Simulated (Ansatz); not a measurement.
```yaml
atoms:
  - { symbol: C, position_ang: [0.8657, 0.0000, 0.0000] }
  - { symbol: C, position_ang: [-0.4329, 0.7497, 0.0000] }
  - { symbol: C, position_ang: [-0.4329, -0.7497, 0.0000] }
  - { symbol: H, position_ang: [1.4622, 0.0000, 0.9165] }
  - { symbol: H, position_ang: [1.4622, 0.0000, -0.9165] }
  - { symbol: H, position_ang: [-0.7311, 1.2663, -0.9165] }
  - { symbol: H, position_ang: [-0.7311, 1.2663, 0.9165] }
  - { symbol: H, position_ang: [-0.7311, -1.2663, 0.9165] }
  - { symbol: H, position_ang: [-0.7311, -1.2663, -0.9165] }
```

Basis set: cc-pVDZ (spherical functions). Frozen core: 3 orbitals. Charge 0, multiplicity 1.

Computed with Ansatz (development build ahead of 0.2.0); each method stands on the lowest determinant of its kind that the runs found. Restricted open shells among the atoms or ions are ROHF, correlated in semicanonical orbitals with singles.

The atomization energy at this shape (free ground-state atoms in the same class of orbitals less the molecule, no zero-point energy) of singlet C₃H₆:

```json
{"method": "RHF-MP2", "atomization energy": "34.87 eV"}
```

(1) What does RHF give?

Answers

(1) 27.86 eV.
